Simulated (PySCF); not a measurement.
**State search for Pb₂⁺**

Unrestricted PBE0; Pb aug-cc-pVDZ-PP with ECP60; scalar-relativistic core potentials (PySCF 2.14). Outer shells of the fragments: Pb+ 5d10 6s2 6p1; Pb 5d10 6s2 6p2.

Followed along the bond (rough minima from three points):

```json
{"2Ms+1": "4", "unpaired": "σ ↑, π ↑↑", "⟨S²⟩ at the start": "3.75", "R at minimum (Å)": "2.94", "Te (eV)": "0.00"}
{"2Ms+1": "2", "unpaired": "π ↑", "⟨S²⟩ at the start": "0.75", "R at minimum (Å)": "3.12", "Te (eV)": "0.22"}
{"2Ms+1": "2", "unpaired": "σ ↑, π ↑↓", "⟨S²⟩ at the start": "1.76", "R at minimum (Å)": "2.95", "Te (eV)": "0.41"}
{"2Ms+1": "2", "unpaired": "σ ↓, π ↑↑", "⟨S²⟩ at the start": "1.76", "R at minimum (Å)": "2.94", "Te (eV)": "0.45"}
{"2Ms+1": "2", "unpaired": "σ ↑", "⟨S²⟩ at the start": "0.75", "R at minimum (Å)": "2.98", "Te (eV)": "0.90"}
```

Solutions found at the starting distance of 2.890 Å, counted from the lowest of them; the search is not exhaustive and high or unbound solutions are not listed, so other states can lie among these:

| 2Ms+1 | unpaired | term | E (eV) | ⟨S²⟩ | ⟨Lz²⟩ |
| --- | --- | --- | --- | --- | --- |
| 4 | σ ↑, π ↑↑ | ⁴Σ⁻ | 0.00 | 3.75 | 0.00 |
| 2 | π ↑ | ²Π | 0.36 | 0.75 | 1.00 |
| 2 | σ ↑, π ↑↓ | mixed | 0.42 | 1.76 | 2.01 |
| 2 | σ ↓, π ↑↑ | mixed | 0.45 | 1.76 | 0.00 |
| 2 | σ ↑ | mixed | 0.92 | 0.75 | 2.00 |
| 4 | σ ↑, π ↑↑ | mixed | 1.66 | 3.76 | 2.01 |

A term symbol is given only where ⟨S²⟩ and ⟨Lz²⟩ are close to those of a pure state; real π, δ and φ orbitals otherwise mix terms, and g/u labels are left off.

Q: Compare the gap between the two lowest followed solutions at the starting distance with the gap between their minima.

A: At PBE0 the second solution (doublet, unpaired electrons π ↑) lies +0.36 eV from the first (quartet, unpaired electrons σ ↑, π ↑↑) at 2.890 Å and +0.22 eV at the minima; the two curves relax by different amounts, since their minima lie near 3.12 and 2.94 Å.

Spin–orbit coupling is left out, which matters for elements this heavy, above all for dissociation energies. Counting both spins, an empty level lies below a filled one in some of these solutions, because spin and occupation are held.
